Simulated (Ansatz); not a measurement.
Ansatz results at the PBE0-D4/def2-TZVP geometry: HOMO energy (PBE0/def2-TZVPP) -8.08 eV; HOMO–LUMO gap (PBE/def2-TZVPP) 4.34 eV; HOMO–LUMO gap (PBE0/def2-TZVPP) 6.53 eV.

Which molecule gave them?
A. `[SiH3]C1N[SiH2]1`
B. `Cl[SiH]1CBC1`
C. `ClBC1C[SiH2]1`
D. `[SiH3]C1CB1Cl`

B. The others give `[SiH3]C1CB1Cl`: -7.38, 3.87, 6.10; `[SiH3]C1N[SiH2]1`: -6.96, 4.53, 6.59; `ClBC1C[SiH2]1`: -7.25, 4.53, 6.45.
